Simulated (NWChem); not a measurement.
System: C5H7O, doublet; SMILES O=C1[CH]CCC1

NWChem printed, in part:

```
             Northwest Computational Chemistry Package (NWChem) 7.3.0
             --------------------------------------------------------

 C1  symmetry detected

                             Geometry "geometry" -> ""
                             -------------------------

 Output coordinates in angstroms (scale by  1.889725989 to convert to a.u.)

  No.       Tag          Charge          X              Y              Z
 ---- ---------------- ---------- -------------- -------------- --------------
    1 O                    8.0000    -0.03158288     2.13500759     0.05981193
    2 C                    6.0000    -0.04168799     0.91235251    -0.00043162
    3 C                    6.0000    -1.17911823     0.05867138     0.01783193
    4 C                    6.0000    -0.80668274    -1.36011754    -0.08694100
    5 C                    6.0000     0.70625165    -1.38563771     0.18507149
    6 C                    6.0000     1.19123586     0.02583600    -0.14687898
    7 H                    1.0000    -2.19400076     0.41283581     0.05525469
    8 H                    1.0000    -1.37956019    -1.99414988     0.59493375
    9 H                    1.0000    -1.02586360    -1.72647225    -1.09909145
   10 H                    1.0000     0.87889081    -1.59682958     1.24116531
   11 H                    1.0000     1.21611921    -2.14983386    -0.39905858
   12 H                    1.0000     1.53808978     0.09759153    -1.18022191
   13 H                    1.0000     1.99899651     0.37016964     0.49661185

 Effective nuclear repulsion energy (a.u.)     226.7303505979

                                Z-matrix (autoz)
                                --------

 Units are Angstrom for bonds and degrees for angles

      Type          Name      I     J     K     L     M      Value
      ----------- --------  ----- ----- ----- ----- ----- ----------
    1 Stretch                  1     2                       1.22418
    2 Stretch                  2     3                       1.42227
    3 Stretch                  2     6                       1.52560
    4 Stretch                  3     4                       1.47059
    5 Stretch                  3     7                       1.07556
    6 Stretch                  4     5                       1.53740
    7 Stretch                  4     8                       1.09322
    8 Stretch                  4     9                       1.09850
    9 Stretch                  5     6                       1.52894
   10 Stretch                  5    10                       1.09075
   11 Stretch                  5    11                       1.08865
   12 Stretch                  6    12                       1.09236
   13 Stretch                  6    13                       1.08863
   14 Bend                     1     2     3               127.26095
   15 Bend                     1     2     6               125.33965
   16 Bend                     2     3     4               112.06324
   17 Bend                     2     3     7               123.87737
   18 Bend                     2     6     5               105.02603
   19 Bend                     2     6    12               108.01384
   20 Bend                     2     6    13               111.04536
   21 Bend                     3     2     6               107.38266
   22 Bend                     3     4     5               104.63340
   23 Bend                     3     4     8               112.48149
   24 Bend                     3     4     9               109.68625
   25 Bend                     4     3     7               123.99586
   26 Bend                     4     5     6               104.97612
   27 Bend                     4     5    10               109.28564
   28 Bend                     4     5    11               112.18576
   29 Bend                     5     4     8               113.30975
   30 Bend                     5     4     9               110.72219
   31 Bend                     5     6    12               111.51490
   32 Bend                     5     6    13               113.51733
   33 Bend                     6     5    10               109.80087
   34 Bend                     6     5    11               112.51829
   35 Bend                     8     4     9               106.06455
   36 Bend                    10     5    11               108.02730
   37 Bend                    12     6    13               107.62483
   38 Torsion                  1     2     3     4         179.39777
   39 Torsion                  1     2     3     7           2.19855
   40 Torsion                  1     2     6     5         165.86569
   41 Torsion                  1     2     6    12         -75.01751
   42 Torsion                  1     2     6    13          42.77484
   43 Torsion                  2     3     4     5          14.10796
   44 Torsion                  2     3     4     8         137.52013
   45 Torsion                  2     3     4     9        -104.69631
   46 Torsion                  2     6     5     4          23.60277
   47 Torsion                  2     6     5    10         -93.76411
   48 Torsion                  2     6     5    11         145.88248
   49 Torsion                  3     2     6     5         -15.53508
   50 Torsion                  3     2     6    12         103.58173
   51 Torsion                  3     2     6    13        -138.62593
   52 Torsion                  3     4     5     6         -23.04078
   53 Torsion                  3     4     5    10          94.67679
   54 Torsion                  3     4     5    11        -145.53606
   55 Torsion                  4     3     2     6           0.83348
   56 Torsion                  4     5     6    12         -93.14071
   57 Torsion                  4     5     6    13         145.09059
   58 Torsion                  5     4     3     7        -168.69672
   59 Torsion                  6     2     3     7        -176.36574
   60 Torsion                  6     5     4     8        -145.91727
   61 Torsion                  6     5     4     9          95.05993
   62 Torsion                  7     3     4     8         -45.28454
   63 Torsion                  7     3     4     9          72.49901
   64 Torsion                  8     4     5    10         -28.19971
   65 Torsion                  8     4     5    11          91.58745
   66 Torsion                  9     4     5    10        -147.22250
   67 Torsion                  9     4     5    11         -27.43535
   68 Torsion                 10     5     6    12         149.49242
   69 Torsion                 10     5     6    13          27.72371
   70 Torsion                 11     5     6    12          29.13901
   71 Torsion                 11     5     6    13         -92.62970

  pbe96 is a nonlocal functional; adding pw91lda local functional.

                           NWChem Geometry Optimization
                           ----------------------------

 maximum gradient threshold         (gmax) =   0.000450
 rms gradient threshold             (grms) =   0.000300
 maximum cartesian step threshold   (xmax) =   0.001800
 rms cartesian step threshold       (xrms) =   0.001200
 fixed trust radius                (trust) =   0.300000
 source of zmatrix                         =   autoz

          -------------------
          Energy Minimization
          -------------------

 Using diagonal initial Hessian
 Scaling for Hessian diagonals: bonds = 1.00  angles = 0.25  torsions = 0.10

          --------
          Step   0

                                 NWChem DFT Module
                                 -----------------

 Summary of "ao basis" -> "ao basis" (spherical)
 ------------------------------------------------------------------------------
       Tag                 Description            Shells   Functions and Types
 ---------------- ------------------------------  ------  ---------------------
 O                          def2-svp                 6       14   3s2p1d
 C                          def2-svp                 6       14   3s2p1d
 H                          def2-svp                 3        5   2s1p

            General Information
            -------------------
          SCF calculation type: DFT
          Wavefunction type:  spin polarized.
          No. of atoms     :    13
          No. of electrons :    45
           Alpha electrons :    23
            Beta electrons :    22
          Charge           :     0
          Spin multiplicity:     2
          Use of symmetry is: off; symmetry adaption is: off
          Maximum number of iterations: 150
          AO basis - number of functions:   119
                     number of shells:    57
          Convergence on energy requested:  1.00D-06
          Convergence on density requested:  1.00D-05
          Convergence on gradient requested:  5.00D-04

              XC Information
              --------------
          PerdewBurkeErnzerhof Exchange Functional  1.000
            Perdew 1991 LDA Correlation Functional  1.000 local
           PerdewBurkeErnz. Correlation Functional  1.000 non-local

             Grid Information
             ----------------
          Grid used for XC integration:  medium
          Radial quadrature: Mura-Knowles
          Angular quadrature: Lebedev.
          Tag              B.-S. Rad. Rad. Pts. Rad. Cut. Ang. Pts.
          ---              ---------- --------- --------- ---------
          O                   0.60       49          11.0       434
          C                   0.70       49          10.0       434
          H                   0.35       45          11.0       434
          Grid pruning is: on
          Number of quadrature shells:   609
          Spatial weights used:  Erf1

           DFT-D3BJ Model
          s6 scale factor  :        1.000000000000
          s8 scale factor  :        0.787500000000
          a1 parameter     :        0.428900000000
          a2 parameter     :        4.440700000000
              vdW contrib  :       -0.010756420273

      Superposition of Atomic Density Guess
      -------------------------------------

 Sum of atomic energies:        -266.31015958

      Non-variational initial energy
      ------------------------------

 Total energy =    -270.378831
 1-e energy   =    -808.230302
 2-e energy   =     311.121120
 HOMO         =      -0.208339
 LUMO         =       0.066226

[...]

      ----------------------
      Optimization converged
      ----------------------

  Step       Energy      Delta E   Gmax     Grms     Xrms     Xmax
  ---- ---------------- -------- -------- -------- -------- --------
@   13    -269.39677762 -9.5D-07  0.00013  0.00003  0.00048  0.00110
                                     ok       ok       ok       ok

                                Z-matrix (autoz)
                                --------

 Units are Angstrom for bonds and degrees for angles

[...]

 Rotational Constants
 --------------------
 A=   0.235270 cm-1  (  0.338493 K)
 B=   0.111480 cm-1  (  0.160391 K)
 C=   0.080059 cm-1  (  0.115185 K)

 Temperature                      =   298.15K
 frequency scaling parameter      =   1.0000

 Zero-Point correction to Energy  =   65.579 kcal/mol  (  0.104506 au)
 Thermal correction to Energy     =   69.097 kcal/mol  (  0.110113 au)
 Thermal correction to Enthalpy   =   69.689 kcal/mol  (  0.111056 au)

 Total Entropy                    =   74.557 cal/mol-K
   - Translational                =   39.147 cal/mol-K (mol. weight =  83.0497)
   - Rotational                   =   26.132 cal/mol-K (symmetry #  =        1)
   - Vibrational                  =    9.278 cal/mol-K

 Cv (constant volume heat capacity) =   21.090 cal/mol-K
   - Translational                  =    2.979 cal/mol-K
   - Rotational                     =    2.979 cal/mol-K
   - Vibrational                    =   15.131 cal/mol-K

[normal modes left out]

 ----------------------------------------------------------------------------
 Normal Eigenvalue ||           Projected Infra Red Intensities
  Mode   [cm**-1]  || [atomic units] [(debye/angs)**2] [(KM/mol)] [arbitrary]
 ------ ---------- || -------------- ----------------- ---------- -----------
    1       -0.000 ||    0.001642           0.038         1.601       1.727
    2       -0.000 ||    0.000264           0.006         0.257       0.277
    3        0.000 ||    0.001404           0.032         1.368       1.476
    4        0.000 ||    0.000255           0.006         0.249       0.269
    5        0.000 ||    0.001982           0.046         1.933       2.085
    6        0.000 ||    0.000003           0.000         0.003       0.003
    7      144.065 ||    0.002468           0.057         2.406       2.595
    8      189.939 ||    0.000582           0.013         0.567       0.612
    9      443.979 ||    0.005418           0.125         5.282       5.698
   10      463.387 ||    0.001763           0.041         1.718       1.854
   11      577.829 ||    0.004343           0.100         4.233       4.566
   12      609.292 ||    0.008844           0.204         8.621       9.300
   13      671.000 ||    0.007157           0.165         6.977       7.526
   14      772.992 ||    0.012726           0.294        12.406      13.382
   15      824.528 ||    0.000943           0.022         0.919       0.991
   16      844.726 ||    0.002699           0.062         2.631       2.838
   17      889.610 ||    0.002360           0.054         2.300       2.481
   18      930.679 ||    0.000710           0.016         0.692       0.747
   19      953.870 ||    0.012269           0.283        11.960      12.901
   20     1013.507 ||    0.001015           0.023         0.990       1.068
   21     1060.595 ||    0.003212           0.074         3.132       3.378
   22     1150.191 ||    0.027966           0.645        27.262      29.406
   23     1160.504 ||    0.000232           0.005         0.226       0.244
   24     1167.334 ||    0.003999           0.092         3.899       4.205
   25     1238.551 ||    0.012175           0.281        11.869      12.802
   26     1257.750 ||    0.004924           0.114         4.800       5.177
   27     1296.672 ||    0.007137           0.165         6.957       7.504
   28     1311.505 ||    0.011377           0.262        11.091      11.963
   29     1360.174 ||    0.015642           0.361        15.248      16.447
   30     1379.772 ||    0.005198           0.120         5.067       5.466
   31     1421.336 ||    0.004777           0.110         4.657       5.023
   32     1641.797 ||    0.122310           2.822       119.234     128.611
   33     2892.415 ||    0.010745           0.248        10.475      11.299
   34     2975.159 ||    0.011345           0.262        11.059      11.929
   35     2990.733 ||    0.008392           0.194         8.181       8.824
   36     3001.173 ||    0.025719           0.593        25.072      27.044
   37     3053.495 ||    0.007817           0.180         7.621       8.220
   38     3060.113 ||    0.014990           0.346        14.613      15.763
   39     3146.091 ||    0.004088           0.094         3.985       4.299
 ----------------------------------------------------------------------------
```

Level: PBE-D3(BJ)/def2-SVP, spin-unrestricted. 

Q: Which NWChem input produces such a log?

A: Several could match; the one computed here: the input that was run:
```
start job
memory heap 200 mb stack 900 mb global 1100 mb
geometry units angstroms
  O     -1.768220    -0.599180     0.864654
  C     -0.713807    -0.273327     0.334890
  C      0.528547    -0.963245     0.393390
  C      1.576778    -0.279955    -0.379251
  C      1.002906     1.118325    -0.660492
  C     -0.513056     0.952674    -0.550593
  H      0.670935    -1.899560     0.903154
  H      2.535222    -0.256567     0.146084
  H      1.757563    -0.821843    -1.317536
  H      1.355082     1.812620     0.103489
  H      1.311129     1.501457    -1.631768
  H     -0.964869     0.744600    -1.523128
  H     -1.016009     1.823150    -0.132941
end
basis spherical
  * library def2-svp
end
dft
  odft
  mult 2
  xc xpbe96 cpbe96
  disp vdw 4
  iterations 150
end
driver
  maxiter 120
end
task dft optimize
task dft freq
```
